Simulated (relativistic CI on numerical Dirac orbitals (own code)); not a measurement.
# Hyperfine structure of Er66+, mass number 167

Method of calculation: Dirac-Coulomb-Breit CI, KLI orbitals optimised for each configuration, a model potential for QED, unscaled Slater integrals (own radial code, finite nucleus).

Configurations in the expansion: 1s², 1s2s, 1s2p, 1s3s, 1s3p, 1s3d, 1s4s, 1s4p, 1s4d, 1s4f, 1s5s, 1s5p, 1s5d, 1s5f, 1s5g, 1s6s, 1s6p, 1s6d, 2s². Levels of other configurations are missing.

Nuclear spin I = 7/2, μ = -0.5623 μN, Q = 3.57 b (tables of Stone and Pyykkö). The electronic factors are computed for point nuclear moments, without core polarisation or the Bohr-Weisskopf and QED corrections.

```csv
Level,E (Ry),A (GHz),B (GHz)
1s2s ³S1,3610.64,-10930,-0.125
1s2p ³P°1,3618.25,-9999,-132
1s2p ³P°2,3697.34,-4858,4890
1s2p ¹P°1,3700.70,4631,2550
1s3s ³S1,4304.08,-9965,-0.154
1s3p ³P°1,4306.12,-9694,-36.1
1s3p ³P°2,4329.66,-4805,1540
1s3d ³D2,4330.36,-4797,305
```

Levels with J = 0, under 50 % of one LS term, or S terms without an open s electron are left out. Small factors come from cancelling terms and can be off by tens of per cent or more.

At this charge energies of transitions that change n are usually good to better than 1 %, and those within a shell (Δn = 0) to a few per cent.

**Question.** Give the hyperfine levels of 1s2s ³S1 relative to its centre of gravity.

**Answer.** With K = F(F + 1) − I(I + 1) − J(J + 1), E = AK/2 + B[¾K(K + 1) − I(I + 1)J(J + 1)]/[2I(2I − 1)J(2J − 1)]: F = 5/2: 49170, F = 7/2: 10930, F = 9/2: -38240 GHz.

LS names give the leading component of a level, which can be under half, so a name can repeat, a term be missing and a line seem to break the LS rules.
